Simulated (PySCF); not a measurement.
## Ionisation energy of P⁺ by level of theory

P⁺ [Ne] 3s2 3p2 (3P) → P²⁺ [Ne] 3s2 3p1 (2P), as a difference of total energies. Computed with PySCF 2.14 in x2c-TZVPall, with scalar relativity by spin-free X2C-1e. Correlated levels: valence: [Ne] frozen. The calculations carry no spin-orbit coupling.

```tsv
method	ionisation energy (eV)	difference from reference (eV)
UHF	19.151	-0.618
TPSS	19.819	+0.050
BP86	19.823	+0.054
MP2 (valence)	19.583	-0.186
SCS-MP2 (valence)	19.495	-0.274
CCSD (valence)	19.624	-0.145
CCSD(T) (valence)	19.658	-0.111
```

Reference: 19.769 eV (semi-empirical (NIST evaluation); NIST Atomic Spectra Database, ionization energies).

The reference lies between the lowest fine-structure levels, while these numbers refer to the centres of the terms.

Errors of the correlated levels include the incompleteness of this basis and the frozen core.
